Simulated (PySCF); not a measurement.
**Br³³⁺: ionisation energy**

Br³³⁺ 1s2 (1S) → Br³⁴⁺ 1s1 (2S), as a difference of total energies. Calculation: PySCF 2.14, in an uncontracted even-tempered set (17 s from 48 bohr⁻², ratio 2.2; 7 p from 72 bohr⁻², ratio 2.4; 4 d from 220 bohr⁻², ratio 2.4; 3 f from 330 bohr⁻², ratio 2.4; 3 g from 490 bohr⁻², ratio 2.4); the spin-free X2C one-electron Hamiltonian (Gaussian nucleus). Correlated levels: nothing frozen; virtual orbitals above 40 to 60 times the deepest correlated orbital energy dropped. The calculations carry no spin-orbit coupling.

```tsv
method	ionisation energy (eV)
UHF	16333.3
MP2 (all electrons)	16334.6
SCS-MP2 (all electrons)	16334.9
CCSD (all electrons)	16334.6
```

For this ion Breit and QED terms and the two-electron picture change, all absent here, outweigh the differences among the correlated methods.

With two correlated electrons CCSD is exact in that space.

For comparison: 16317.0 eV (theoretical estimate listed by NIST; NIST Atomic Spectra Database, ionization energies).
